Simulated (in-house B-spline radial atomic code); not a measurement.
RPA and G0W0 on TPSS: Se⁶⁺

Configuration [Ar] 3d10, mean-field start TPSS. Computed with a B-spline radial code for spherical atoms: all electrons, scalar-relativistic (spin-free one-electron X2C), finite nucleus, each spin shell either full or empty, empty states to l = 9 with an (l + 1/2)⁻⁴ tail; G0W0 by contour deformation at full frequency.

Command:
```bash
python run_gw.py task.json out
```
Settings (radii: box in bohr, nucleus in fm):
```
Z                        34
electrons                28
configuration            [Ar] 3d10
hamiltonian              x2c
method                   tpss,tpss
lmax                     9
rms_radius               4.14
spin_polarised           False
box_radius               9.29
intervals                67
```

Cost of the run: 1.4 s on 1 thread of Arm Neoverse V2 (shared host).

Energies (hartree):

```json
{"term": "mean-field total", "value": "-2420.44583"}
{"term": "Hartree-Fock functional on these orbitals", "value": "-2418.99681"}
{"term": "direct second order", "value": "-2.4308"}
{"term": "second-order exchange", "value": "0.70653"}
{"term": "SOSEX correction", "value": "0.65634"}
```

Problem. What is the RPA correlation energy, and what remains with SOSEX?

Solution. RPA gives -2.1362 hartree (-2.08 eV per electron); RPA + SOSEX gives -1.4799, and the second-order doubles -1.7242 hartree (no singles). RPA lacks exchange-type terms and so overcorrelates at short range.

Quasi-particle levels (eV):

```json
{"level": "3d", "occupied": "yes", "mean field": "-139.80", "Σx - vxc": "-18.58", "Σc": "?", "QP weight": "?", "G0W0": "?"}
{"level": "4s", "occupied": "no", "mean field": "-89.17", "Σx - vxc": "8.61", "Σc": "-1.47", "QP weight": "0.992", "G0W0": "-82.03"}
```

G0W0 = mean field + (Σx - vxc) + Σc, with Σc (partial-wave tail included) taken at the quasi-particle energy. Only the outer levels were computed. Levels of low weight are left out.

Problem. Where does G0W0 put 3d?

Solution. At -155.92 eV, with Σc = 2.45 eV and a quasi-particle weight of 0.959. The tabulated removal energy is 155.327 ± 0.012 eV (NIST, measured); the calculation leaves out spin-orbit coupling, Breit and QED terms, and what these don't explain is the method's own error.
